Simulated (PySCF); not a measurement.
C3H3ClF2, SMILES Cl/C(=C(/C)F)F. Geometry: PBE-D3(BJ)/def2-SVP.

Computed equilibrium geometry at PBE-D3(BJ)/def2-SVP (PySCF confirms it by a frequency run) as Cartesian coordinates in Å, and its point group:
point group Cs.
```xyz
9

C     -0.3815     2.2625     0.0000
C      0.2492     0.9153     0.0000
F      1.5967     0.9055     0.0000
C     -0.4087    -0.2655     0.0000
F     -1.7475    -0.3155     0.0000
Cl     0.3658    -1.8026     0.0000
H     -0.0660     2.8399    -0.8947
H     -0.0660     2.8399     0.8947
H     -1.4830     2.1790     0.0000
```
